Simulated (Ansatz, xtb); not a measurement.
C4H8OSi2: 5 structures ranked

5 gas-phase structures of C4H8OSi2, from a drawn sample of its isomers (lower ones may exist). Each was relaxed with GFN2-xTB; where two conformers were screened, the lower at r2SCAN-D4/def2-SVP is listed:

A. `C#C[SiH2]O[SiH2]C=C`, a singlet
B. `C=C[Si@@H]1C=C[SiH2]O1`, a singlet
C. `[SiH3]O[SiH]1C=CC=C1`, a singlet
D. `C#C[Si@@H]1CC[SiH2]O1`, a singlet
E. `C#C[C@H]1C[SiH2]O[SiH2]1`, a singlet

**Question.** Which do you expect lowest at r2SCAN-D4/def2-SVP, and how would the others follow?

**Answer.** Calculated order at r2SCAN-D4/def2-SVP: B (0.0), C (3.9), D (9.3), E (22.5), A (35.0) kcal/mol.

Energies above the lowest of each column, in kcal/mol; the last columns are at B3LYP-D3(BJ)/def2-SVP geometries and were run for some of them only (a dash: not run or not comparable):

| structure | GFN2-xTB | HF/STO-3G | r2SCAN-D4/def2-SVP | B3LYP-D3(BJ)/def2-SVP | CCSD(T)/def2-SVP + ΔMP2/def2-TZVPP |
| --- | --- | --- | --- | --- | --- |
| B | 17.2 | 10.6 | 0.0 | 0.0 | 0.0 |
| C | 0.0 | 19.6 | 3.9 | 3.4 | 5.1 |
| D | 16.1 | 0.0 | 9.3 | 10.1 | 7.3 |
| E | 8.4 | 17.6 | 22.5 | – | – |
| A | 30.0 | 56.8 | 35.0 | – | – |

CCSD(T)/def2-SVP + ΔMP2/def2-TZVPP puts B lowest of those it was run on; GFN2-xTB picks C, HF/STO-3G picks D. Flexible structures stand in one conformer each, not always the lowest. C keeps a small imaginary mode. Frequencies (GFN2-xTB) were run for B, C, D alone. The ΔMP2 step shifts differences by up to 3.2 kcal/mol, which makes them less sure. ΔMP2 is the change of the MP2 energy from the smaller to the larger basis.

Over these structures GFN2-xTB departs from r2SCAN-D4/def2-SVP by 9.4 kcal/mol on average once a common shift is removed. A GFN2-xTB relaxation took about 0.14 s and the r2SCAN-D4/def2-SVP energy about 2.1 s on a shared host (Ansatz 0.2.0, xtb 6.7.1).
